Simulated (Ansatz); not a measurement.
Calculated with Ansatz (gas phase, PBE0-D4/def2-TZVP geometries, no zero-point term in ΔE). CBS: MP2 limit from def2 TZ/QZ plus the TZ coupled-cluster correction, frozen cores. This one scheme is used for every species. Functionals use def2-TZVPP. B3LYP here is the variant with VWN-RPA as its local correlation; programs differ in this. HSE06 is defined as in plane-wave codes. One conformer a species, not always the lowest.

Consider the silylene formation by 1,1-elimination: `N[SiH2]/N=C(/N)F` → `N=C(N)F` + `N[SiH]`.

```tsv
level	ΔE (kcal/mol)	difference from CCSD(T)/CBS
LDA (SPW92)	56.1	3.2
PBE-D4	50.1	-2.8
BLYP-D4	47.9	-5.0
r2SCAN-D4	55.9	3.0
B97M-V	51.9	-1.0
PBE0-D4	53.7	0.8
B3LYP-D4	51.5	-1.4
r2SCANh-D4	56.6	3.7
r2SCAN0-D4	57.5	4.6
HSE06-D4	53.7	0.8
BHLYP-D4	55.6	2.7
CAM-B3LYP-D4	53.8	0.9
ωB97X-V	54.7	1.8
ωB97M-V	51.3	-1.6
B2PLYP	51.5	-1.4
PBE-QIDH	56.3	3.4
PBE	48.0	-4.9
revPBE	44.4	-8.5
BLYP	43.7	-9.2
r2SCAN	55.3	2.4
PBE0	51.9	-1.0
B3LYP	48.2	-4.7
r2SCANh	55.9	3.0
r2SCAN0	56.7	3.8
BHLYP	53.0	0.1
CAM-B3LYP	51.9	-1.0
LC-ωPBE	55.7	2.8
RPA@PBE/def2-TZVPP	47.0	-5.9
HF/def2-SVP	50.0	-2.9
MP2/def2-SVP	51.6	-1.3
CCSD/def2-SVP	46.1	-6.8
CCSD(T)/def2-SVP	46.1	-6.8
HF/def2-TZVPP	52.4	-0.5
MP2/def2-TZVPP	56.2	3.3
SCS-MP2/def2-TZVPP	53.7	0.8
CCSD/def2-TZVPP	51.0	-1.9
HF/def2-QZVPP	52.7	-0.2
MP2/def2-QZVPP	57.2	4.3
SCS-MP2/def2-QZVPP	54.8	1.9
CCSD/CBS(def2)	52.6	-0.3
CCSD(T)/CBS	52.9	0
```

Largest T1 diagnostic among the species: 0.015.

From r2SCAN to r2SCAN0 (25 % exact exchange), in def2-TZVPP and without D4, ΔE moves by +1.4 kcal/mol. Leaving LDA and LC-ωPBE aside and taking each functional with its dispersion term where it has one, the values spread over 9.5 kcal/mol, from BLYP-D4 to r2SCAN0-D4. LDA lies +8.0 kcal/mol from PBE without D4. The D4 term adds +3.2 kcal/mol with B3LYP and +1.8 kcal/mol with PBE0; it sums over pairs of atoms, weighted by their polarisabilities, and B3LYP, whose exchange is more repulsive, gets the larger term.

CCSD(T)/CBS has its own doubt, a few kJ/mol and more with outer-core shells, so smaller differences from it don't rank the levels.
